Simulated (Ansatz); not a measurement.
CH2F3OSn (`FC(F)(F)[O][SnH2]`) radical, relaxed with UKS PBE-D4/def2-SVP in the Gaussian-basis code of Ansatz from a rough embedded geometry. The force threshold is 0.03 eV/Å; the program also tests the step.

Charge 0, multiplicity 2. Sn takes the def2 core potential.

Start:

```xyz
8

F     0.186   -1.371    2.065
C     0.079   -0.747    0.783
F     1.100   -1.196   -0.081
F    -1.131   -1.098    0.333
O     0.158    0.626    0.979
Sn   -0.037    1.565   -0.789
H     1.230    1.061   -1.845
H    -1.586    1.160   -1.445
```

```
step  energy (eV)  largest force (eV/Å)  largest move (Å)
   1  -17078.1718                 3.047             0.000
   2  -17078.5379                 1.399             0.151
   3  -17078.5926                 0.554             0.200
   4  -17078.6273                 0.451             0.132
   5  -17078.6387                 0.254             0.122
   6  -17078.6532                 0.303             0.195
   7  -17078.6606                 0.393             0.113
   8  -17078.6738                 0.358             0.116
   9  -17078.7004                 0.066             0.200
  10  -17078.7155                 0.433             0.196
  11  -17078.7239                 0.588             0.153
  12  -17078.7273                 0.462             0.148
  13  -17078.7456                 0.417             0.072
  14  -17078.7497                 0.199             0.052
  15  -17078.7539                 0.085             0.071
  16  -17078.7547                 0.070             0.030
  17  -17078.7549                 0.022             0.012
```

End:

```xyz
8

F     0.490   -1.260    2.056
C     0.042   -0.872    0.845
F     0.131   -1.948    0.017
F    -1.309   -0.611    0.980
O     0.710    0.180    0.394
Sn   -0.238    1.566   -0.828
H     1.207    2.361   -1.417
H    -1.033    0.585   -2.046
```

Run time 23 s (3 threads of an AMD EPYC 7R13 on a shared host and a share of an NVIDIA H100 80 GB); peak host memory 0.84 GiB.
